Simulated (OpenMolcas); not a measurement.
Nb²⁺: the spin-orbit constant, worked from levels

```
Program             : OpenMolcas 26.06
Basis               : ANO-RCC-VQZP [8s7p5d3f2g1h]
Scalar Hamiltonian  : DKH2, point nucleus
Active space        : 3 electrons in 10 orbitals (4d 5d)
State averaging     : 2S+1 = 4 even, 10 roots; 2S+1 = 2 even, 40 roots
Spin-orbit coupling : RASSI with atomic mean-field integrals over the reference wave functions, term energies averaged over their components
```

Methods: CASSCF; MS-CASPT2, IPEA 0.25 Eh, imaginary shift 0.1 Eh (closed shells correlated: 4s 4p). Measured levels: the list in Shadmi, J. Res. Natl. Bur. Stand. 70A, 435 (1966).

**The spin-orbit constant.** For the Hund term 4F of d3, E(J) = (A/2) J(J+1) + constant and ζ = 2S·A = 3A. From J = 3/2 to J = 9/2 the energy changes by 10.5 A.

```
   Source  E(9/2) - E(3/2)      A    ζ
   CASSCF           1948.2  185.5  557
MS-CASPT2           1951.6  185.9  558
 measured           1939.0  184.7  554
```

All in cm-1. MS-CASPT2 is off by +0.6 % and CASSCF by +0.5 %. Both methods take the spin-orbit matrix elements from the reference wave functions, so the second can move ζ only through the term energies and any multistate remixing. Second-order mixing with other terms is absorbed into this ζ.

CASPT2 breaks the degeneracy within a term, and the mean is taken; among the terms shown or strongly mixed into the levels shown the widest spread is 750 cm-1 (4d3 4F, MS-CASPT2). Active for correlation alone: 5d; no level in the range computed is led by a configuration that fills it, so any true level of that kind is missing. Without dynamic correlation excited terms often stand tens of per cent too high (terms of higher spin than the ground term too low), and those without a measured partner can miss by more than the paired ones (holds for CASSCF). Computed and measured levels are paired by configuration, term and J; levels that our copy of the source lacks, or whose pairing is in doubt (as where it misses far off the trend of its configuration), stay unpaired and out of the deviations. Only configurations of the active space appear.
